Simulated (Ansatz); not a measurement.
isocyanic acid (SMILES N=C=O) moved off its minimum; all values from Ansatz (an electronic-structure program), cores frozen in correlated methods.
(charge 0, multiplicity 1)
```xyz
4

N     -1.1139     0.3435     0.3330
C      0.1668     0.0803    -0.0111
O      1.1204    -0.2117    -0.4676
H     -1.6669    -0.3344     0.9023
```

| level | largest force (eV/Å) | on atom | rms difference from CCSD(T)/aug-cc-pVTZ (eV/Å) | dipole (D) |
|---|---|---|---|---|
| HF/def2-TZVPP | 12.29 | C2 | 1.615 | 1.50 |
| PBE/def2-TZVPP | 15.60 | C2 | 0.295 | 1.36 |
| r2SCAN/def2-TZVPP | 15.09 | C2 | 0.255 | 1.39 |
| B3LYP/def2-TZVPP | 14.61 | C2 | 0.349 | 1.39 |
| wB97M-V/def2-TZVPP | 14.40 | C2 | 0.443 | 1.41 |
| MP2/aug-cc-pVTZ | 15.79 | C2 | 0.301 | 1.32 |
| CCSD(T)/aug-cc-pVTZ | 14.96 | C2 | 0.000 | 1.32 |

The differences count from one level among others, with limits of its own. Forces at CCSD(T)/aug-cc-pVTZ (eV/Å):

| atom | Fx | Fy | Fz |
|---|---|---|---|
| N1 | 5.016 | -0.567 | -1.207 |
| C2 | -14.016 | 1.327 | 5.058 |
| O3 | 7.623 | -1.290 | -3.266 |
| H4 | 1.377 | 0.530 | -0.584 |
